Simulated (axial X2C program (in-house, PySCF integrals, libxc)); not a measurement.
## Spin–orbit effects down a group: molecules with Ge (ions), HF

All values come from calculations with an axial X2C code built on PySCF integrals, spin-free (one-electron X2C) or two-component (2c: spin–orbit coupling with atomic mean-field Coulomb and Gaunt terms, which also bring small scalar terms), in Dyall basis sets with cores contracted in-house; open shells are unrestricted.

Basis sets: Ge dyall-acv3z, H dyall-av3z, Li dyall-av3z, Na dyall-av3z.

```tsv
molecule	spin-free state	Re (Å)	ωe (cm⁻¹)	De (eV)	2c state	Re 2c (Å)	ωe 2c (cm⁻¹)	De 2c (eV)
GeH⁻	M_S = 1, Λ = 0	1.616	1760.1	1.86	Ω = 1	1.616	1758.7	1.86
LiGe⁻	M_S = 1, Λ = 0	2.681	270.6	1.00	Ω = 1	2.682	270.5	1.00
NaGe⁻	M_S = 1, Λ = 0	3.035	142.6	0.78	Ω = 1	3.036	142.6	0.78
```

Problem. Work out the shifts from the spin-free to the two-component result.

Solution. 

```tsv
molecule	2c state	ΔRe (Å)	Δωe (cm⁻¹)	ΔDe (eV)
GeH⁻	Ω = 1	0.000	-1.4	0.00
LiGe⁻	Ω = 1	0.001	-0.1	0.00
NaGe⁻	Ω = 1	0.001	0.0	0.00
```

Shifts of one unit in the last digit are rounding.

Fragments in 2c: Ge- + H, Ge- + Li, Ge- + Na. Each entry is the lowest single determinant of a limited PBE0 search at one distance. De goes to single-determinant-based atoms at the same level (for ions the charge split of lowest energy) and is withheld (n/a) where an atom does not fit its ground term or J level. Main or longest-lived isotopes. One determinant is a doubtful description, or other states lie close, for GeH⁻, LiGe⁻, NaGe⁻; these need not be ground states, and all values refer to the states named. Some open-shell Ω = 0 determinants are out of reach, so the Ω given for GeH⁻, LiGe⁻, NaGe⁻ need not be the lowest component. With several unpaired electrons the Ω given is that of one determinant, not necessarily of the lowest component.
